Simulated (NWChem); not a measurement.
Everything below was run with NWChem. System: CH5Si, charge 0, spin multiplicity 2, at a geometry optimised with UPBE/def2-SVP. The structure started from a generated list of species. Its SCF solution wasn't tested for a lower state. Level: G0W0@UPBE0/def2-TZVPD, RI basis def2-tzvpd-rifit.

Input file:

```
start mol
memory heap 200 mb stack 700 mb global 1700 mb
geometry units angstroms nocenter noautoz noautosym
  C      1.271661    -0.145686     0.008623
  Si    -0.572922     0.068377    -0.002056
  H      1.970261     0.664954    -0.259161
  H      1.751130    -1.107905     0.258786
  H     -1.186211    -0.477052     1.263460
  H     -0.935353     1.521616    -0.138075
  H     -1.208887    -0.684767    -1.147968
end
basis spherical
  * library def2-tzvpd
end
basis "ri basis" bse spherical
  * library def2-tzvpd-rifit
end
dft
  xc pbe0
  odft
  mult 2
  iterations 100
  direct
  tolerances tight
end
task dft energy
gw
  states alpha occ 4 vir 2
  states beta occ 4 vir 2
end
task dft gw
```

Part of the output:

```
             Northwest Computational Chemistry Package (NWChem) 7.3.0
             --------------------------------------------------------

                                NWChem Input Module
                                -------------------

 Scaling coordinates for geometry "geometry" by  1.889725989
 (inverse scale =  0.529177249)

                             Geometry "geometry" -> ""
                             -------------------------

 Output coordinates in angstroms (scale by  1.889725989 to convert to a.u.)

  No.       Tag          Charge          X              Y              Z
 ---- ---------------- ---------- -------------- -------------- --------------
    1 C                    6.0000     1.27166100    -0.14568600     0.00862300
    2 Si                  14.0000    -0.57292200     0.06837700    -0.00205600
    3 H                    1.0000     1.97026100     0.66495400    -0.25916100
    4 H                    1.0000     1.75113000    -1.10790500     0.25878600
    5 H                    1.0000    -1.18621100    -0.47705200     1.26346000
    6 H                    1.0000    -0.93535300     1.52161600    -0.13807500
    7 H                    1.0000    -1.20888700    -0.68476700    -1.14796800

 Effective nuclear repulsion energy (a.u.)      55.3792377139

            Nuclear Dipole moment (a.u.)
            ----------------------------
        X                 Y               Z
 ---------------- ---------------- ----------------
    -0.0000037795     0.0000151178    -0.0000075589


 Summary of "ao basis" -> "" (spherical)
 ------------------------------------------------------------------------------
       Tag                 Description            Shells   Functions and Types
 ---------------- ------------------------------  ------  ---------------------
 *                         def2-tzvpd                 on all atoms

 new library libraries.bse/

 Summary of "ri basis" -> "" (spherical)
 ------------------------------------------------------------------------------
       Tag                 Description            Shells   Functions and Types
[...]
     2   2 0 0    -16.168859    -55.914097    -49.495156     89.240394
     2   1 1 0     -0.066111      4.278558      3.938542     -8.283210
     2   1 0 1     -0.075054     -0.230558      0.001878      0.153626
     2   0 2 0    -16.348871    -17.325144    -16.429877     17.406151
     2   0 1 1     -0.337966      0.446891      0.983852     -1.768708
     2   0 0 2    -17.447884    -15.523289    -12.880142     10.955548

 Task  times  cpu:       29.8s     wall:       29.8s

                                NWChem Input Module
                                -------------------

                                 NWChem GW Module
                                 ----------------

                             ***********************
                             ***        GW       ***
                             ***********************

 Summary of "ri basis" -> "ri basis" (spherical)
 ------------------------------------------------------------------------------
       Tag                 Description            Shells   Functions and Types
 ---------------- ------------------------------  ------  ---------------------
 C                      def2-tzvpd-rifit            26       92   9s7p5d4f1g
 Si                     def2-tzvpd-rifit            33      129   10s8p7d6f2g
 H                      def2-tzvpd-rifit            10       24   5s3p2d

                 Memory Information
                 ------------------
          Available GA per process is          1699.8 MBs
          Available stack per process is        700.0 MBs
          Available heap per process is           0.0 MBs

          Peak memory in Initialization
              Peak GA per process is                 10.5 MBs
              Peak stack per process is               0.2 MBs
              Peak heap per process is               10.7 MBs
              Memory not in MA per process            0.0 MBs

          Peak memory in AFF Calculation
              Peak GA per process is                 76.9 MBs
              Peak stack per process is              60.3 MBs
              Peak heap per process is                0.0 MBs
              Memory not in MA per process           60.3 MBs

          Computing 2-center integrals
          Computing Inverse Cholesky factor
          Computing 3-center integrals
          Computing V_xc ...

          Computing Sigma_x
          Computing RPA polarizability
          Solving quasiparticle equations

                  Alpha Orbitals
          State     Energy (eV)     Error (eV)
          -----------------------------------
@GW        10        -12.276           0.005
@GW        11        -12.214           0.002
@GW        12        -11.987           0.002
@GW        13         -9.116           0.005
@GW        14          1.622           0.003
@GW        15          1.909           0.003

                   Beta Orbitals
          State     Energy (eV)     Error (eV)
          -----------------------------------
@GW         9        -14.353           0.002
@GW        10        -11.913           0.005
@GW        11        -11.933           0.002
@GW        12        -11.930           0.002
@GW        13         -0.468           0.004
@GW        14          1.730           0.003

   Applying  -2.0742 eV scissor-shift to rest of particle states

   Applying   1.4338 eV scissor-shift to rest of hole states

   Applying  -2.4779 eV scissor-shift to rest of particle states

   Applying   1.9070 eV scissor-shift to rest of hole states

     GW Timing Statistics
   ------------------------
   Init.   :          0.1s
     ERIs  :          1.3s
     Distr.:          0.0s
     Vxc   :          3.2s
   Sigma_x :          0.0s
   RPA     :          7.2s
   Wmn     :          0.1s
   Sigma_c :          0.1s
   GW total:         12.1s

 Task  times  cpu:       12.1s     wall:       12.1s

 Total times  cpu:       41.9s     wall:       41.9s
```
